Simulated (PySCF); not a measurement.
**Electronic structure of Cl⁺ (chlorine, charge +1) at the UHF level**

Configuration: [Ne] 3s2 3p4, high-spin 3P determinant. Calculation: PySCF 2.14, in cc-pV(D+d)Z (4s3p2d, 23 functions); no relativity, point nucleus.

```json
{"Total energy": "-459.037293 hartree", "One-electron energy": "-627.2516 hartree", "Hartree (Coulomb) energy": "195.4663 hartree", "Exchange energy": "-27.2520 hartree", "Kinetic energy": "459.06070 hartree", "⟨S²⟩": "2.0075", "⟨L²⟩": "2.023", "Sum of ⟨r⟩": "13.39 bohr", "Sum of ⟨r²⟩": "20.98 bohr²", "Traceless quadrupole moment −½Σ⟨3z² − r²⟩ along its main axis": "-1.53 e·bohr²", "Density at the nucleus (Gaussians lack the cusp)": "3130 bohr⁻³", "Spin density at the nucleus": "0.379 bohr⁻³", "Langevin diamagnetic susceptibility": "-16.6 ×10⁻⁶ cm³/mol", "Time after the integrals": "0.1 s of wall time on 1 thread of Neoverse-N1 (shared host)"}
```

| shell | electrons | mean orbital energy (hartree) | spread (hartree) | rms radius, mean of both spins (bohr) |
| --- | --- | --- | --- | --- |
| 1s α | 1 | -105.37197 | 0 | 0.106 |
| 1s β | 1 | -105.34691 | 0 | 0.106 |
| 2s α | 1 | -11.08826 | 0 | 0.481 |
| 2s β | 1 | -11.06284 | 0 | 0.481 |
| 2p α | 3 | -8.56051 | 0.02866 | 0.452 |
| 2p β | 3 | -8.51576 | 0.01858 | 0.452 |
| 3s α | 1 | -1.60252 | 0 | 1.63 |
| 3s β | 1 | -1.34776 | 0 | 1.63 |
| 3p α | 3 | -0.96940 | 0.08058 | 1.87 |
| 3p β | 1 | -0.86580 | 0 | 1.87 |
